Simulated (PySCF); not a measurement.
**Structure from 2D NMR**

Compound of formula C$_{4}$H$_{8}$O$_{3}$Si. Correlations simulated from computed shifts and the bond graph:

HSQC (one-bond C–H):
```
  δH     δC
7.91  172.1
4.78   77.5
4.59   77.5
4.03   57.2
```

COSY cross peaks (H two or three bonds apart, from the bond graph; peaks can be absent where the dihedral angle is near 90°):
```
  δH    δH
5.75  4.78
5.75  4.59
5.75  4.03
4.78  4.59
```

HMBC (two and three bonds, from the bond graph):
```
  δH           δC
7.91         57.2
5.75   77.5, 57.2
4.78   77.5, 57.2
4.59   77.5, 57.2
4.03  172.1, 77.5
```

Computed data (PySCF 2.14): GFN2-xTB geometry, NMR shieldings at PBE0/pcSseg-1/GIAO. Single conformer, gas phase, equivalent nuclei averaged, non-relativistic Hamiltonian.

Shifts are taken against calculated references (same method and geometry level): 1H, 13C vs TMS.

Exchangeable hydrogens are left out of these lists.

Question: Assemble the structure.

Answer: SMILES O=COC[SiH]1COC1.

Mapped SMILES: `[O:1]=[CH:2][O:3][CH2:4][SiH:5]1[CH2:6][O:7][CH2:8]1` (H(Xn): hydrogen on atom n). Ha(C6), Ha(C8) are cis to C4 on the ring; Hb(C6), Hb(C8) are trans to C4 on the ring.

- δC 172.1 is C2, an ester carbonyl carbon (δH 7.91).
- δC 77.5 is C6/C8, an sp3 CH2 bonded to O and Si (δH 4.78, 4.59).
- δC 57.2 is C4, an sp3 CH2 bonded to O and Si (δH 4.03).
- COSY links 5.75–4.78, 5.75–4.59, 5.75–4.03, 4.78–4.59.

The shifts were computed for this structure.

Shifts are as computed. Against solution values, carbons near 30 ppm lie about +3 ppm off and those near 130 ppm about +5 ppm. Of 1309 compounds with measured shifts, 239 miss one by over three times the rms of a fit or turn the order of signals round; such compounds aren't used in these exercises.
